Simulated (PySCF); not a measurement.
Si₄H₈.
Z-matrix (Å and degrees, PBE0-D3(BJ)/def2-SVP geometry), rows numbered from 1:
```
Si
Si  1  2.3745
Si  2  2.3743  1   89.99
Si  3  2.3740  2   90.00  1    -1.36
H   1  1.4978  2  114.10  3   117.98
H   1  1.4969  2  114.19  3  -115.94
H   2  1.4970  1  114.27  3  -116.69
H   2  1.4969  1  114.75  3   116.56
H   3  1.4973  2  115.00  1  -118.69
H   3  1.4975  2  113.82  1   114.77
H   4  1.4972  1  113.25  2   115.07
H   4  1.4967  1  114.88  2  -119.06
```

Level of theory: TDDFT CAM-B3LYP/def2-SVPD, vertical, gas phase, core orbitals frozen in the response in PySCF 2.14.0, density-fitted response routines.

```tsv
state	E (eV)	ν̃ (cm⁻¹)	f	main configurations (H = HOMO, L = LUMO)
S1	4.90	39520	0.0000	H→L (98%)
S2	5.41	43620	0.0000	H-2/H-1→L (98%)
S3	5.42	43690	0.0000	H-2/H-1→L (98%)
S4	6.00	48430	0.0000	H-2/H-1→L+1/L+2 (≥87%)
S5	6.12	49370	0.0000	H-2/H-1→L+1/L+2 (≥92%)
S6	6.43	51820	0.239	H→L+1/L+2 (≥91%)
S7	6.43	51830	0.242	H→L+1/L+2 (≥91%)
S8	6.47	52220	0.0001	H-2/H-1→L+1/L+2 (≥95%)
S9	6.56	52890	0.0000	H→L+3 (89%)
```

Triplets, Tamm–Dancoff:

```
state  E (eV)  λ (nm)  main configurations (H = HOMO, L = LUMO)
   T1    4.64   267.1                                 H→L (96%)
   T2    4.80   258.2                          H-2/H-1→L (≥96%)
   T3    4.81   257.8                          H-2/H-1→L (≥95%)
```

The lowest singlet comes at 253 nm (473 kJ/mol) in the ultraviolet; it is dark (f under 0.0005); its leading configuration is HOMO→LUMO (98%). The strongest level in the table is S6/S7 at 6.43 eV (193 nm, f = 0.480 summed). S2/S3 and S6/S7 lie within about 0.01 eV of each other in each set. Löwdin shares by element: HOMO silicon 87%; LUMO silicon 74% (atoms not listed hold the other 26%). The listed states span 1.66 eV, and the widest gap between neighbours is 0.59 eV (S3 to S4). Orbital energies (eV): HOMO-3 -10.67, HOMO-2 -8.97, HOMO-1 -8.96, HOMO -8.72, LUMO -0.28, LUMO+1 0.38, LUMO+2 0.38. Weighted by f, the mean energy of these states is 6.43 eV. The vertical ionisation energy (ΔSCF) is 9.36 eV, 2.80 eV above S9. Orbitals of the list HOMO-3 to LUMO+2 that lie within 0.01 eV of each other are written together with a slash and their weights summed (≥ marks a lower bound); for degenerate orbitals outside that list single weights are arbitrary. Only the lowest 10 singlets were computed, as vertical energies without vibronic structure. The highest level found (6.64 eV, f 0.054 so far) is left out, since the window may have cut off a degenerate partner.
